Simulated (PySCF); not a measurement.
# Steps of a relaxation of [Nd(H2O)5]3+

[Nd(H2O)5]3+ (singlet in the valence; each metal's 4f electrons, 3 of them, lie in its core potential, out of spins and levels; a saddle point, relaxed within its symmetry). PySCF 2.14.0, RKS BP86, Nd lcecp-1-SVP with ECP49, O def2-SVP, H def2-SVP; non-relativistic Hamiltonian with scalar-relativistic core potentials where named; density fitting; no spin-orbit coupling. Origin of the start: template. Columns: position (Å) and force (eV/Å). Energies are counted from the last step; some of the 17 steps are shown. Forces carry noise of the integration grid, about 0.01 to 0.03 eV/Å.

Run from Python with OMP_NUM_THREADS=4. Where DIIS fails, smearing, a level shift and second-order steps follow.
It took 96 s on 4 threads of Arm Neoverse V1, with other jobs on the host, from the converged density of the start.

```xyz
16
step 0  E = 0.352 eV
Nd    0.0000    0.0000    0.0000     0.00    0.00    0.00
O     0.0000    0.0000    2.5225    -0.05    0.00   -1.81
H     0.0000    0.7700    3.1125     0.01    0.66    0.59
H     0.0000   -0.7700    3.1125     0.01   -0.66    0.59
O     0.0000    0.0000   -2.5225    -0.05    0.00    1.81
H     0.0000   -0.7700   -3.1125     0.01   -0.66   -0.59
H     0.0000    0.7700   -3.1125     0.01    0.66   -0.59
O     2.5225   -0.0001    0.0000    -1.95    0.00    0.00
H     3.1125   -0.7701    0.0000     0.59   -0.69    0.00
H     3.1125    0.7699    0.0000     0.59    0.69    0.00
O    -1.2612    2.1846    0.0000     1.07   -1.67    0.00
H    -0.8893    3.0805    0.0000     0.29    0.89    0.00
H    -2.2230    2.3106    0.0000    -0.94    0.15    0.00
O    -1.2613   -2.1845    0.0000     1.07    1.67    0.00
H    -2.2232   -2.3104    0.0000    -0.94   -0.15    0.00
H    -0.8895   -3.0805    0.0000     0.29   -0.89    0.00
```

```xyz
16
step 5  E = 0.020 eV
Nd    0.0052    0.0000    0.0000    -0.01    0.00    0.00
O    -0.0444    0.0000    2.4202     0.01    0.00   -0.01
H    -0.0278    0.7748    3.0352    -0.02    0.02    0.02
H    -0.0278   -0.7748    3.0352    -0.02   -0.02    0.02
O    -0.0444    0.0000   -2.4202     0.01    0.00    0.01
H    -0.0278   -0.7748   -3.0352    -0.02   -0.02   -0.02
H    -0.0278    0.7748   -3.0352    -0.02    0.02   -0.02
O     2.3939   -0.0001    0.0000    -0.03    0.00    0.00
H     3.0090   -0.7766    0.0000     0.02   -0.02    0.00
H     3.0091    0.7764    0.0000     0.02    0.02    0.00
O    -1.1614    2.0873    0.0000     0.04   -0.01    0.00
H    -0.8033    3.0114    0.0000     0.01    0.04    0.00
H    -2.1436    2.2239    0.0000    -0.03    0.00    0.00
O    -1.1615   -2.0872    0.0000     0.04    0.01    0.00
H    -2.1437   -2.2238    0.0000    -0.03    0.00    0.00
H    -0.8036   -3.0113    0.0000     0.01   -0.04    0.00
```

```xyz
16
step 11  E = 0.005 eV
Nd    0.0622    0.0000    0.0000    -0.01    0.00    0.00
O    -0.2622    0.0000    2.4087     0.02    0.00   -0.04
H    -0.3222    0.7747    3.0222    -0.01    0.00   -0.02
H    -0.3223   -0.7747    3.0222    -0.01    0.00   -0.02
O    -0.2622    0.0000   -2.4087     0.02    0.00    0.04
H    -0.3223   -0.7747   -3.0222    -0.01    0.00    0.02
H    -0.3222    0.7747   -3.0222    -0.01    0.00    0.02
O     2.4393   -0.0001    0.0000     0.05    0.00    0.00
H     3.0569   -0.7762    0.0000     0.00   -0.01    0.00
H     3.0570    0.7760    0.0000     0.00    0.01    0.00
O    -0.9444    2.1731    0.0000    -0.06    0.02    0.00
H    -0.5381    3.0783    0.0000     0.03   -0.03    0.00
H    -1.9183    2.3627    0.0000     0.01    0.01    0.00
O    -0.9445   -2.1730    0.0000    -0.06   -0.02    0.00
H    -1.9184   -2.3626    0.0000     0.01   -0.01    0.00
H    -0.5383   -3.0783    0.0000     0.03    0.03    0.00
```

Question: Where does the relaxation end?

Answer: It converges at step 16 in C2v:
```xyz
16
step 16  E = 0
Nd    0.0890    0.0000    0.0000
O    -0.3545    0.0000    2.3741
H    -0.4574    0.7762    2.9796
H    -0.4575   -0.7762    2.9796
O    -0.3545    0.0000   -2.3741
H    -0.4575   -0.7762   -2.9796
H    -0.4574    0.7762   -2.9796
O     2.4746   -0.0001    0.0000
H     3.0923   -0.7764    0.0000
H     3.0923    0.7762    0.0000
O    -0.8647    2.2031    0.0000
H    -0.4119    3.0853    0.0000
H    -1.8278    2.4403    0.0000
O    -0.8649   -2.2030    0.0000
H    -1.8279   -2.4402    0.0000
H    -0.4121   -3.0852    0.0000
```

Question: How did the contacts change?

Answer: 
```
      contact  start (Å)  end (Å)
 Nd1–O2 (H2O)      2.522    2.415
 Nd1–O5 (H2O)      2.522    2.415
 Nd1–O8 (H2O)      2.523    2.386
Nd1–O11 (H2O)      2.522    2.401
Nd1–O14 (H2O)      2.522    2.401
```


An lcecp potential fixes the number of 4f electrons, so in runs with it no electron can move into or out of that shell.
